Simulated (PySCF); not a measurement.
F4Ti, SMILES [F][Ti-]([F])([F])[F] (connectivity only; charge and spin as stated), charge -1, multiplicity 2. Geometry: PBE-D3(BJ)/def2-SVPD. The multiplicity is an assumed one; other spin states were not compared.

The numbers are results of PBE-D3(BJ)/def2-SVPD (PySCF), not measurements.

Harmonic wavenumbers (cm⁻¹): 124, 167, 181, 181, 187, 544, 551, 617, 617. Rotational constants (GHz): 3.234, 3.234, 2.357; symmetry number 4.

Work out the zero-point energy and the ideal-gas rigid-rotor harmonic-oscillator thermochemistry at 298.15 K and 1 atm.

ZPE = ½ Σ hcν = ½ × 3168 cm⁻¹ = 4.53 kcal/mol. H − E(el) = 9.25 kcal/mol. Entropy in cal/(mol K): translation 40.36, rotation 24.21, vibration 14.35, spin 1.38, total 80.29. G − E(el) = -14.69 kcal/mol. Cp = 21.63 cal/(mol K). Modes under 150 cm⁻¹ make the vibrational entropy uncertain.
